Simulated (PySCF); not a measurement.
A database entry of computed molecular properties. Lists by class give the value and the number of equivalent atoms.

```json
{
 "formula": "C4H6N2O",
 "smiles": "C=NCOCC#N",
 "charge": 0,
 "multiplicity": 1,
 "geometry_level": "GFN2-xTB",
 "atoms_angstrom": [
  ["C", 1.795, 0.645, -0.216],
  ["N", 1.329, -0.256, -0.949],
  ["C", 0.34, -1.176, -0.5],
  ["O", -0.307, -0.909, 0.727],
  ["C", -1.446, -0.085, 0.641],
  ["C", -1.174, 1.292, 0.262],
  ["N", -0.967, 2.374, -0.042],
  ["H", 2.55, 1.293, -0.634],
  ["H", 1.497, 0.829, 0.818],
  ["H", -0.394, -1.28, -1.314],
  ["H", 0.841, -2.144, -0.369],
  ["H", -2.173, -0.494, -0.082],
  ["H", -1.894, -0.089, 1.641]
 ],
 "electronic_structure_code": "PySCF",
 "results": {
  "GFN2-xTB geometry": {
   "point_group": "C1",
   "rotational_constants_GHz": [3.826, 2.527, 1.708]
  },
  "PBE0/def2-SVPD ground state and vertical TDDFT (core frozen in the response)": {
   "dipole_D": 2.96,
   "homo_eV": -7.57,
   "lumo_eV": -0.61,
   "S1_eV": 5.01,
   "strongest_line_of_8_singlets_eV": 7.33,
   "T1_tda_eV": 4.21,
   "polarisability_au": 61.5,
   "r2_bohr2_about_centre_of_nuclear_charge": 714.9,
   "singlets_eV_and_f": [
    [5.01, 0.001],
    [6.25, 0.004],
    [7.07, 0.002],
    [7.09, 0.001],
    [7.14, 0.005],
    [7.33, 0.038],
    [7.41, 0.003],
    [7.65, 0.025]
   ],
   "triplets_tda_eV": [4.21, 4.95, 6.01]
  },
  "delta-SCF UKS SCAN, pcX-2 on the ionised atom, pcseg-1 elsewhere, spin-free X2C": {
   "core_binding_eV": [
    ["C1s", 291.84, 1],
    ["C1s", 292.58, 1],
    ["C1s", 293.3, 1],
    ["C1s", 294.02, 1],
    ["N1s", 405.15, 1],
    ["N1s", 405.44, 1],
    ["O1s", 539.19, 1]
   ]
  }
 }
}
```

The dipole matches unit charges of opposite sign 0.62 Å apart (1 e·Å = 4.8032 D). No computed singlet falls in the visible range (750 to 380 nm, 1.65 to 3.26 eV); S1 lies 1.75 eV above its blue end. S1 lies 1.95 eV below the HOMO–LUMO gap; its leading configuration is HOMO→LUMO, weight 0.91.

Geometry: GFN2-xTB, one conformer, isolated molecule.

For the core-ionisation job (SCAN ΔSCF), time: 72 s; peak memory 0.46 GiB. Hardware: one thread of an Arm Neoverse V1, shared host with 32 logical CPUs at a one-minute load of 11.

Conformer computed: `[CH2:1]=[N:2][CH2:3][O:4][CH2:5][C:6]#[N:7]`: C1–N2–C3–O4 12°, N2–C3–O4–C5 87°, C3–O4–C5–C6 -68°.
